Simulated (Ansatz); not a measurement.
Several settings on one geometry of Al₂Si₂ (that of the charge 0 singlet, PBE-D4/def2-TZVP). Ansatz on 4 threads of Arm Neoverse V2 on a shared host; times are rough.

```csv
atom,x (Å),y (Å),z (Å)
Al1,0.720,-0.947,0.221
Al2,-0.720,0.948,-0.217
Si3,-1.739,-1.281,0.177
Si4,1.739,1.280,-0.181
```

Totals from different functionals, basis sets or treatments of relativity can't be compared as stabilities.

At PBE-D4/def2-TZVP a triplet lies 0.30 eV below the restricted singlet of charge 0, at its own geometry.

(1) Give the basis size and estimate the energy, ⟨S²⟩, dipole and time of these runs.

| run | method | charge | state | further keys |
| --- | --- | --- | --- | --- |
| 1 | RKS PBE0-D3(BJ)-ATM/def2-mTZVP | 0 | singlet | scf: {omitted_lower_state_checks: [starts]} |
| 2 | RKS r2SCAN0/def2-mTZVPP | 0 | singlet | accuracy: high; scf: {lower_state_search: off}; forces asked |
| 3 | RKS B3LYP5/def2-SVPD | 0 | singlet | scf: {omitted_lower_state_checks: [starts]} |
| 4 | RKS ωPBEh/aug-cc-pVDZ | 0 | singlet | forces asked |

Answers

(1) 
```csv
run,functions,energy (Eh),⟨S²⟩,dipole (D),wall time
1,88,-1063.2800,–,–,0.8 s
2,98,-1063.6151,–,0.01,4.4 s
3,96,-1063.2620,–,–,1.3 s
4,108,-1063.3404,–,0.01,2.6 s
```
